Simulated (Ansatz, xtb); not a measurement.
ClGe2H4N: 5 structures ranked

5 gas-phase structures of ClGe2H4N, found in a search over its isomers (lower ones may exist). Each was relaxed with GFN2-xTB; where two conformers were screened, the lower at r2SCAN-D4/def2-SVP is listed:

A. `[NH2][GeH2][Ge][Cl]`, a singlet
B. a singlet given by its coordinates
C. a singlet given by its coordinates
D. `[H]/[Ge-]=[NH+]\[GeH2][Cl]`, a singlet
E. `[NH2+]=[Ge-][GeH2][Cl]`, a singlet

C (Å):

```xyz
8

Cl   -1.2412    0.7078   -0.1676
Ge   -1.7578   -0.6615   -1.7505
Ge    1.4893    0.0372   -1.7898
N    -0.0485   -0.7781   -2.3815
H     0.1006   -1.3767   -3.1819
H     2.5739   -0.4405   -2.7110
H     1.3449    1.5206   -1.8840
H     1.7777   -0.3888   -0.3880
```

Close contacts (Å): Cl1–Ge2 2.16, Ge2–N4 1.83, Ge3–N4 1.84, Ge3–H6 1.50, Ge3–H7 1.49, Ge3–H8 1.49, N4–H5 1.01.

B (Å):

```xyz
8

Cl   -1.5780   -1.3574    0.3225
Ge    0.6430   -1.2256    1.1300
Ge   -0.7773   -0.9617   -1.8680
N     1.0837   -1.0630   -0.9095
H     1.6275   -0.2295   -1.1019
H     0.5289    0.3975    1.1626
H    -0.7601    0.6384   -1.5671
H     1.6325   -1.8546   -1.2340
```

Close contacts (Å): Cl1–Ge2 2.37, Cl1–Ge3 2.37, Ge2–N4 2.09, Ge3–N4 2.10, Ge2–H6 1.63, Ge3–H7 1.63, N4–H5 1.01, N4–H8 1.02.

Task: Which do you expect lowest at r2SCAN-D4/def2-SVP, and how would the others follow?

Result: Calculated order at r2SCAN-D4/def2-SVP: C (0.0), E (7.2), B (12.8), D (13.9), A (22.8) kcal/mol.

Energies above the lowest of each column, in kcal/mol; the last columns are at PBE-D3(BJ)/def2-SVP geometries and were run for some of them only (a dash: not run or not comparable):

| structure | GFN2-xTB | HF/STO-3G | r2SCAN-D4/def2-SVP | PBE-D3(BJ)/def2-SVP | CCSD(T)/def2-SVP + ΔMP2/def2-TZVPP |
| --- | --- | --- | --- | --- | --- |
| C | 3.4 | 0.0 | 0.0 | 0.0 | 0.0 |
| E | 14.1 | 22.9 | 7.2 | 3.5 | 7.7 |
| B | 0.0 | 43.2 | 12.8 | 8.5 | – |
| D | 18.6 | 23.4 | 13.9 | – | – |
| A | 22.3 | 42.0 | 22.8 | – | – |

CCSD(T)/def2-SVP + ΔMP2/def2-TZVPP puts C lowest of those it was run on; GFN2-xTB picks B. Some further structures that were screened fall inside this span and aren't listed. Flexible structures stand in one conformer each, not always the lowest. Frequencies (PBE-D3(BJ)/def2-SVP) were run for C, E alone. ΔMP2 is the change of the MP2 energy from the smaller to the larger basis.

Over these structures GFN2-xTB departs from r2SCAN-D4/def2-SVP by 5.6 kcal/mol on average once a common shift is removed. A GFN2-xTB relaxation took about 0.082 s and the r2SCAN-D4/def2-SVP energy about 2.8 s on a shared host (Ansatz 0.2.0, xtb 6.7.1).
